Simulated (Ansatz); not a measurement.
Isolated molecules relaxed with PBE0-D4/def2-TZVP in Ansatz; ΔE leaves out vibrations. CBS: MP2 limit from def2 TZ/QZ plus the TZ coupled-cluster correction, frozen cores. This one scheme is used for every species. Functionals use def2-TZVPP. For Ge outer-core shells are correlated without core-valence functions, which leaves a few kJ/mol of doubt a bond. Scalar relativity is left out up to krypton. Each species was taken in one conformer, which may not be the lowest.

Reaction (cleavage of the Si–Ge bond): `C=[CH][GeH2][SiH3]` + `[NH2][Al]([NH2])[F]` → `[NH2][Al]([F])[NH][SiH3]` + `C=[CH][GeH3]`

```json
{"level": "PBE-D4", "ΔE (kcal/mol)": "-5.8"}
{"level": "CCSD/def2-TZVPP", "ΔE (kcal/mol)": "-10.1"}
{"level": "HF/def2-QZVPP", "ΔE (kcal/mol)": "-13.5"}
{"level": "MP2/CBS(def2)", "ΔE (kcal/mol)": "-10.1"}
```

Q: What does CCSD(T)/CBS give? (Estimate.)

A: Computed: -9.3 kcal/mol. The listed levels differ from it by 3.5, -0.8, -4.2, -0.8 kcal/mol.

Largest T1 diagnostic among the species: 0.012.

From PBE to PBE0 (25 % exact exchange), in def2-TZVPP and without D4, ΔE moves by −1.3 kcal/mol. In def2-TZVPP, CCSD(T) changes the Hartree–Fock value by +3.3 kcal/mol (the triples alone add +0.3 kcal/mol) and MP2 by +2.5 kcal/mol.
